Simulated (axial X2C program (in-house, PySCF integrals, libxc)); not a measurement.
Low determinants of YF⁻ at the PBE0 level, scalar-relativistic

Computed with an in-house relativistic program for diatomic molecules. Spin-free means the one-electron spin-free X2C Hamiltonian. Basis: Y dyall-acv3z [12s13p10d6f3g], F dyall-av3z [7s6p3d2f] (cores contracted in-house); Gaussian nuclei, density fitting, unrestricted open shells. Masses: Y 88.906 u, F 18.998 u.

Search at 1.983 Å (vertical energies from the lowest determinant):

```
ΔE (eV)             state  electrons beyond evenly filled partner blocks  electrons in σ, π, δ, φ
   0.00  M_S = 1/2, Λ = 1                                            π+α                24 21 4 0
   0.03  M_S = 1/2, Λ = 2                                            δ+α                24 20 5 0
   0.13  M_S = 1/2, Λ = 0                                             σα                25 20 4 0
   0.71  M_S = 3/2, Λ = 3                                   σα, π+α, δ+α                23 21 5 0
   0.78  M_S = 3/2, Λ = 1                                   σα, π-α, δ+α                23 21 5 0
   0.87  M_S = 3/2, Λ = 0                                   σα, π+α, π-α                23 22 4 0
   1.32  M_S = 3/2, Λ = 1                                    2 × σα, π+α                24 21 4 0
```

Lowest determinant, M_S = 1/2, Λ = 1 (beyond evenly filled blocks: π+α): Re = 1.956 Å, ωe = 560.4 cm⁻¹.

The determinant in row 2 of the search, M_S = 1/2, Λ = 2 (beyond evenly filled blocks: δ+α), was followed along the bond at PBE0; measured from the minimum of the lowest determinant it gives:

Te = 0.031 eV (246 cm⁻¹), Re = 1.995 Å, ωe = 527.8 cm⁻¹.

Task: Compare the bond of the determinant in row 2 with that of the lowest one.

Result: At PBE0 its Re is 0.039 Å longer and its force constant, which goes as ωe², is 0.89 times that of the lowest determinant. T0 ≈ Te + Δωe/2 = 246 + (-16) = 230 cm⁻¹.

The search compares states at one distance, so a state with another bond length can lie lower; it is not exhaustive and yields mostly the lowest determinant of each block pattern, so other components and higher states of one pattern are missing. These are energies of single determinants, not of spin-adapted states; PBE0 term energies can be off by some tenths of an eV, and the functional has no current term. The lowest determinant need not be the ground state where others lie within half an eV. For an anion, determinants above electron detachment are held by the basis set. Row 1 has a positive highest level at its minimum. Row 2 has a positive highest level at its minimum.
